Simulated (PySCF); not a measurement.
Species: C6H17BN3 (doublet state).
Structure used (PBE0-D3(BJ)/def2-SVP), in Å, numbered top down from 1:
```
atom  x, y, z in Å
C1    -1.3365    2.2065    0.2718
N2    -0.1839    1.5340   -0.0760
C3     0.8921    2.3401   -0.6038
B4    -0.0671    0.0818    0.0098
N5     1.2042   -0.4981    0.3468
C6     1.6461   -1.7678   -0.1616
C7     2.1413    0.1297    1.2381
N8    -1.2163   -0.7415   -0.2257
C9    -1.4053   -2.0143    0.4157
C10   -2.2695   -0.3957   -1.1435
H11   -2.1040    1.6673    0.8248
H12   -1.3377    3.2961    0.2360
H13    0.5456    2.9383   -1.4655
H14    1.2943    3.0444    0.1477
H15    1.7109    1.6959   -0.9471
H16    2.6300   -1.6726   -0.6607
H17    0.9342   -2.1515   -0.9037
H18    1.7626   -2.5333    0.6315
H19    1.7209    1.0585    1.6450
H20    2.3807   -0.5301    2.0949
H21    3.1029    0.3732    0.7437
H22   -0.6323   -2.1798    1.1770
H23   -1.3763   -2.8639   -0.2956
H24   -2.3887   -2.0558    0.9221
H25   -3.2556   -0.3383   -0.6435
H26   -2.3587   -1.1504   -1.9492
H27   -2.0736    0.5802   -1.6048
```

The hyperfine couplings belong to this conformer and change with its torsions.

The species is `[CH2]N(C)B(N(C)C)N(C)C` [radical].

Theory: UKS B3LYP, IGLO-III on B C N, pcH-1 on H, non-relativistic, mean-field spin-orbit, GIAO in PySCF 2.14.0. The structure is a single PBE0-D3(BJ)/def2-SVP conformer in the gas phase; no vibrational or solvent corrections. The SCF solution wasn't tested for stability.

**Question.** Give the principal g shifts and their parts.

**Answer.** 
| Δg (ppm) | 1 | 2 | 3 |
| --- | --- | --- | --- |
| relativistic mass correction | -156 | -156 | -156 |
| gauge correction | 10 | 44 | 38 |
| orbital Zeeman/spin–orbit | 34 | 672 | 1182 |
| total | -112 | 560 | 1064 |

So g = 2.00221, 2.00288, 2.00338 and g_iso = 2.00282; the tensor is rhombic: the two nearest values differ by 43 % of g3 − g1. Axes: g2 points within 6° of the C1–N2 bond.

**Question.** At 9.455 GHz, how far is the centre of the isotropic spectrum from where a free electron (g = 2.002319) resonates?

**Answer.** B = hν/(g μB) with μB/h = 13.99624 MHz/mT gives 337.38 mT for the free electron and 337.29 mT at g_iso, 0.08 mT lower.

**Question.** What are the electron Larmor frequencies g μB B/h along the three axes at 330 mT?

**Answer.** 9.2477, 9.2508, 9.2531 GHz for g1, g2 and g3, a range of 5.4 MHz.

**Question.** Average each term over the three axes. Which is largest in size?

**Answer.** The orbital-Zeeman/spin–orbit term 629, the mass correction -156 and the gauge correction 31 ppm, for a total of 504 ppm. The orbital-Zeeman/spin–orbit term is the largest in size. The mass correction is the same along every axis, so the anisotropy comes from the other two: their spans along these axes are 34 (gauge) and 1149 ppm (orbital Zeeman/spin–orbit).

**Question.** In a frozen sample, at which fields do the three g values resonate at 9.5, 34, 94 and 263 GHz (hyperfine left aside), and which band first spreads them over more than twice a line width of 0.5 mT?

**Answer.** 
```csv
band,GHz,B(g3) mT,B(g2) mT,B(g1) mT,spread mT
X,9.5,338.80,338.89,339.00,0.20
Q,34.0,1212.56,1212.87,1213.27,0.71
W,94.0,3352.37,3353.22,3354.34,1.97
J,263.0,9379.51,9381.87,9385.02,5.51
```

The spread grows in proportion to the frequency. W band is the first where it exceeds 1.0 mT.

The Mulliken spin populations are largest on C1 (+0.92) and N2 (+0.10). No atom but C1 exceeds +0.15. The angles at C1 add up to 357.8°, so it is nearly planar; its axial dipolar tensor and the negative couplings of its protons fit spin in a p orbital normal to that plane.

The HOMO–LUMO gaps are 4.22 eV among the α and 4.99 eV among the β orbitals.
